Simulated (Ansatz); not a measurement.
Species: [Ti(NH2)4] (charge 0, multiplicity 1).

Problem. Give a relaxed geometry from r2SCAN-D4/def2-SVP (Ansatz, a quantum-chemistry and plane-wave program).

Solution. Several could match; the one computed here: the end point of this relaxation, one of several conformers.
Z-matrix (Å, degrees):
```
Ti
N 1 1.8913
H 2 1.0177 1 127.71
H 2 1.0196 3 109.35 1 172.72
N 1 1.8914 2 110.03 3 -106.68
H 5 1.0178 1 127.78 2 -12.60
H 5 1.0196 6 109.33 1 -172.79
N 1 1.8914 2 109.98 3 12.63
H 8 1.0178 1 127.73 2 106.53
H 8 1.0196 9 109.34 1 -172.78
N 1 1.8914 2 108.37 3 132.99
H 11 1.0178 1 127.73 2 133.18
H 11 1.0196 12 109.34 1 172.85
```
